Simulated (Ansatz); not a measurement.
An input meant for cis-PdH2(NH3)2 (PdN2H8) (charge 0, triplet).

```yaml
crystal:
  periodic: [false, false, false]
  atoms:
    - {symbol: N, position_ang: [-2.894629, 1.519494, 0.133505]}
    - {symbol: N, position_ang: [1.543787, -2.876396, -0.220336]}
    - {symbol: Pd, position_ang: [1.288159, 1.293973, 0.083078]}
    - {symbol: H, position_ang: [4.187089, 1.566705, 0.079076]}
    - {symbol: H, position_ang: [1.541200, 4.187366, 0.288964]}
    - {symbol: H, position_ang: [-3.393626, 2.436696, 1.756910]}
    - {symbol: H, position_ang: [-4.000170, -0.059403, 0.017866]}
    - {symbol: H, position_ang: [-3.416398, 2.677711, -1.319699]}
    - {symbol: H, position_ang: [2.613955, -3.486357, 1.265796]}
    - {symbol: H, position_ang: [2.562551, -3.268427, -1.812388]}
    - {symbol: H, position_ang: [-0.031937, -3.991380, -0.272772]}
basis:
  gaussian: {orbitals: def2-SVPD}
magnetization: {spin_polarized: true, initial_magnetization: 2}
hamiltonian: {xc: {name: PBE0}}
scf: {lower_state_search: off}
```

```sh
$ ansatz run in.yaml --threads 2 --pin off --events-out ev --progress --plain --max-ram 4352MiB
```

Output, abridged:

```
Functional definition: PBE0
1203 factors; their error is unknown
mean field evaluation 1: about -6535.0897 eV, gradient 5.6e1 eV
mean field evaluation 2: about -5954.1715 eV, gradient 1.8e2 eV
mean field evaluation 4: about -6546.5760 eV, gradient 3.4e1 eV
mean field evaluation 8: about -6553.4015 eV, gradient 2.4e0 eV
mean field evaluation 16: about -6555.5933 eV, gradient 3.1e0 eV
mean field -6555.92171222 eV, -240.9256791606 hartree, gradient 2.8e-6 eV, S^2 5.642579; 0 other end points of the search recorded, 0 dependent functions left out
reference -6555.92178227 eV, -240.9256817350 hartree; 21, 19 occupied and 117, 119 virtual orbitals, 1203 factors
Total energy: -6555.92178227 eV, -240.9256817350 hartree
Checks for a lower state left out: stability, starts, cluster_reference, orbital_swaps, neighbouring_geometries, increment
```

In this input the coordinates are in bohr but typed as ångström. The calculation finished and met its thresholds. The result belongs to that input, not to the species as meant.

In the def2 sets Pd takes a core potential; there is no spin–orbit coupling. The charge 0 triplet is spin-contaminated (final ⟨S²⟩ up to 5.64, 2.00 for a pure state).
